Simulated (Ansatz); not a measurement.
Ansatz (a first-principles code) input:

Ansatz 0.2 input:
```yaml
crystal:
  periodic: [false, false, false]
  atoms:
    - {symbol: Si, position_ang: [0.34014473, 0.35992564, 0.86450061]}
    - {symbol: F, position_ang: [1.00502106, 1.37272807, -0.30640806]}
    - {symbol: Cl, position_ang: [-0.81218917, -1.02314775, -0.54972565]}
basis:
  gaussian:
    orbitals: cc-pVTZ-DK
total_charge: -1
magnetization: {spin_polarized: true, initial_magnetization: 1}
correlation: {method: ccsd_t, electrons: outside_noble_gas}
```

Question: Which total energy does the run end on?

Answer: -850.71950 Eh (X2C-CCSD(T)/cc-pVTZ-DK). The basis has 98 functions.
